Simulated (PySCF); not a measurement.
Zn(iPr)(OSiH3), SMILES C[CH](C)[Zn][O][SiH3] (C3H10OSiZn) (GFN2-xTB optimised geometry):

```
16

Zn    -1.441    -2.162    -2.636
C     -2.213    -2.061    -4.508
C     -1.269    -1.187    -5.321
C     -3.586    -1.416    -4.389
H     -2.312    -3.031    -4.993
H     -1.708    -0.991    -6.302
H     -1.103    -0.226    -4.833
H     -0.307    -1.672    -5.473
H     -4.290    -2.067    -3.873
H     -3.982    -1.214    -5.386
H     -3.532    -0.468    -3.855
O     -1.001    -1.003    -1.342
Si    -0.475    -0.316     0.000
H     -0.970    -1.057     1.170
H     -0.996     1.057     0.000
H      0.996    -0.316     0.000
```

Calculation: PBE0/def2-TZVP in PySCF 2.14.0.

Task: What are the frontier orbital energies and the dipole moment?

Result: HOMO-2 -7.88 eV, HOMO-1 -7.85 eV, HOMO -7.24 eV, LUMO -1.57 eV, LUMO+1 0.01 eV; dipole moment 2.92 D.

Meta-Löwdin charges at PBE0/def2-TZVP: Zn1 1.11, C2 -0.42, C3 -0.35, C4 -0.35, H5 0.11, H6 0.11, H7 0.11, H8 0.11, H9 0.11, H10 0.11, H11 0.11, O12 -1.12, Si13 0.77, H14 -0.14, H15 -0.13, H16 -0.14.
